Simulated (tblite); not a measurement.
Species: C₅H₁₃NSi₂.
Numbering: `[CH3:1][NH:2][C@@H:3]1[CH:4]=[CH:5][CH2:6][SiH2:7][SiH2:8]1` (hydrogens: H9, H10, H11 on C1; H12 on N2; H13 on C3; H14 on C4; H15 on C5; H16, H17 on C6; H18, H19 on Si7; H20, H21 on Si8)

The geometry is computed with GFN2-xTB (gas phase).

What internal coordinates does the optimisation give?

| bond | length (pm) | order |
| --- | --- | --- |
| C1–N2 | 144.4 | single |
| N2–C3 | 145.3 | single |
| C3–C4 | 149.2 | single |
| C4=C5 | 133.0 | double |
| C5–C6 | 149.0 | single |
| C6–Si7 | 192.2 | single |
| Si7–Si8 | 231.2 | single |
| C3–Si8 | 193.7 | single |
| C1–H9 | 110.3 | single |
| C1–H10, C1–H11 | 109.0 | single |
| N2–H12 | 101.8 | single |
| C3–H13 | 111.1 | single |
| C4–H14 | 108.2 | single |
| C5–H15 | 108.1 | single |
| C6–H16 | 109.3 | single |
| C6–H17 | 108.8 | single |
| Si7–H18 | 146.9 | single |
| Si7–H19 | 147.0 | single |
| Si8–H20 | 147.3 | single |
| Si8–H21 | 146.5 | single |

Bonds in one row agree within 1 pm and their mean is given. Orders are formal, as drawn. A selection of angles:
| angle | degrees |
| --- | --- |
| C1–N2–C3 | 114.0 |
| N2–C3–C4 | 110.0 |
| N2–C3–Si8 | 112.2 |
| C4–C3–Si8 | 107.6 |
| C3–C4–C5 | 124.9 |
| C4–C5–C6 | 123.9 |
| C5–C6–Si7 | 108.4 |
| C6–Si7–Si8 | 100.5 |
| C3–Si8–Si7 | 100.5 |
| H12–N2–C1 | 109.2 |
| H12–N2–C3 | 109.3 |

Dihedral angles: C1–N2–C3–C4 -169° (antiperiplanar); N2–C3–C4–C5 174° (antiperiplanar); C3–C4–C5–C6 1° (synperiplanar); C4–C5–C6–Si7 63° (synclinal); C5–C6–Si7–Si8 -49° (synclinal); C6–Si7–Si8–C3 0° (synperiplanar); N2–C3–Si8–Si7 169° (antiperiplanar).

Of the pairs four or more bonds apart, Si8···H11 is among the closest relative to their van der Waals radii: 2.92 Å, 89 % of the sum of Bondi's values. N2 (secondary amine nitrogen) is pyramidal (angles 114.0°, 109.3° and 109.2°, sum 332.6°, 0.39 Å off the plane of its three neighbours). Si7 (SiH2 silicon) is distorted tetrahedral (angles from 100.5° to 117.1°). The 6-membered ring C3–C4–C5–C6–Si7–Si8 has internal angles of 100.5° to 124.9° (sum 666°, against 720° for a flat polygon); it is puckered, 0.34 Å rms from its mean plane, widest ring torsion 63°. The C–C distances run from 1.330 Å (C4=C5, drawn double) to 1.492 Å (C3–C4, drawn single), a spread of 0.162 Å. Si8 (SiH2 silicon) is distorted tetrahedral (angles from 100.5° to 118.1°).

Point group: C1 (no symmetry element, even within 0.4 Å). Its GFN2-xTB frequencies are all real (lowest 59 cm⁻¹). The numbers are those of one conformer.
